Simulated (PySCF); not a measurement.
Ba³⁸⁺ (barium, charge +38): Hartree-Fock from Schrödinger to Dirac-Coulomb-Breit

Occupied: 1s1/2, 2s1/2, 2p1/2, 2p3/2, 3s1/2, 3p1/2, 3p3/2. Hartree-Fock calculated with PySCF 2.14 in an even-tempered Gaussian basis (17 s from 3.4 bohr⁻², ratio 2.7; 13 p from 4.1 bohr⁻², ratio 2.7), Gaussian nucleus throughout. NR is non-relativistic, sf-X2C the spin-free one-electron X2C Hamiltonian, X2C adds the bare one-electron spin-orbit term, X2C-SNSO screens it by Boettger's factors, DC is four-component Dirac-Coulomb, and the Gaunt and Breit terms are added at first order (total energies over the DC spinors, levels after relaxing the spinors in that mean field). QED terms are absent. Levels marked empty are virtual spinors of this ion; the basis has s and p functions only, so 3d, which can lie below the n = 4 levels, is absent.

| Hamiltonian | E (hartree) | E − E(DC) (hartree) | CPU seconds |
| --- | --- | --- | --- |
| NR | -6714.0185 | 248.4380 | 0.32 |
| sf-X2C | -6957.2253 | 5.2312 | 0.23 |
| X2C | -6960.5012 | 1.9553 | 0.23 |
| X2C-SNSO | -6960.2622 | 2.1943 | 0.22 |
| DC | -6962.4565 | 0.0000 | 9.2 |
| DC+Gaunt | -6955.8139 | 6.6426 | 15 |
| DC+Breit | -6956.4610 | 5.9955 | 44 |

```tsv
level (eV)	NR	sf-X2C	X2C	X2C-SNSO	DC	DC+Gaunt	DC+Breit
1s1/2	-38093.3	-39761.0	-39756.4	-39756.8	-39792.8	-39692.4	-39699.8
2s1/2	-7680.4	-8123.5	-8122.2	-8122.3	-8126.6	-8116.4	-8117.1
2p1/2	-7370.2	-7503.7	-7786.2	-7775.2	-7776.9	-7760.0	-7761.7
2p3/2	-7370.2	-7503.7	-7378.8	-7383.2	-7386.7	-7374.8	-7376.5
3s1/2	-2924.7	-3051.3	-3050.9	-3050.9	-3051.9	-3049.6	-3049.9
3p1/2	-2797.0	-2845.6	-2913.5	-2910.9	-2911.2	-2907.3	-2907.8
3p3/2	-2797.0	-2845.6	-2815.2	-2816.3	-2817.0	-2814.3	-2814.8
4s1/2 (empty)	-1454.2	-1500.5	-1500.4	-1500.4	-1500.8	-1499.9	-1500.0
4p1/2 (empty)	-1407.9	-1428.2	-1451.8	-1450.9	-1451.0	-1449.6	-1449.8
4p3/2 (empty)	-1407.9	-1428.2	-1417.7	-1418.1	-1418.3	-1417.3	-1417.5
```

| interval (eV) | X2C | X2C-SNSO | DC | DC+Gaunt | DC+Breit |
| --- | --- | --- | --- | --- | --- |
| 2p3/2 − 2p1/2 | 407.4 | 392.0 | 390.1 | 385.2 | 385.2 |
| 3p3/2 − 3p1/2 | 98.29 | 94.59 | 94.23 | 93.07 | 93.06 |
| 4p3/2 − 4p1/2 | 34.10 | 32.81 | 32.72 | 32.30 | 32.30 |

Weight of the small component: 1s1/2 0.0428, 2s1/2 0.00946, 2p1/2 0.00941, 2p3/2 0.00892, 3s1/2 0.00342, 3p1/2 0.00334, 3p3/2 0.00321, 4s1/2 0.00151, 4p1/2 0.00152, 4p3/2 0.00147.

Koopmans' value for the highest occupied level at DC+Breit: 2814.8 eV, against an ionisation energy of 2814 ± 4 eV (theoretical estimate listed by NIST; NIST Atomic Spectra Database, ionization energies); the former lacks relaxation, correlation, QED and recoil.

The whole ladder took 71 s of wall time on 1 thread of Neoverse-V1 (shared host), launched as `OMP_NUM_THREADS=1 python relrun2.py TASK.json OUT` (a driver that calls PySCF for each Hamiltonian).
